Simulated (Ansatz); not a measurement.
The same path of AlCl2FH2 (6 atoms, charge 0, multiplicity 1) was run twice with different band settings. Lost on the way: Al1–H2, F5–H6. Made: H2–H6.

Level of theory: RKS revPBE-D4/6-31G* in Ansatz.

Relaxed end points:

```xyz
6
Properties=species:S:1:pos:R:3
Al 0.011 0.034 0.066
H 0.009 0.561 1.576
Cl 1.824 0.102 -1.040
Cl -1.814 0.036 -1.022
F 0.049 -1.902 0.775
H 0.050 -1.730 1.718
```

```xyz
6
Properties=species:S:1:pos:R:3
Al 0.022 -0.723 -0.369
H 0.017 0.205 1.882
Cl 1.820 0.260 -0.825
Cl -1.814 0.194 -0.808
F 0.053 -2.304 0.150
H 0.030 -0.530 2.043
```

Common settings: climbing image yes; spring 5.0 eV/Å²; optimiser quadratic models (default); start path through a guess of the saddle point; force threshold 0.05 eV/Å; iteration limit 60; end points relaxed.

| run | movable images |
| --- | --- |
| 1 | 9 |
| 2 | 2 |

Q: What does each run give, and how far can it be trusted?

A: Run 1: converged after 8 iterations, highest image 0.074 eV above the first end. A vibrational analysis at the climbing image gives one clearly imaginary mode, 451i cm⁻¹: a first-order saddle point.
Run 2: converged after 6 iterations, highest image 0.075 eV above the first end. Another band between the same ends (9 images) ends at a top of the same energy, where a vibrational analysis finds 1 clearly imaginary mode. So few images can step over the top or miss a turn of the path.
The orbitals stay closed-shell, which can raise the energy where a bond breaks towards radicals; this wasn't checked here.
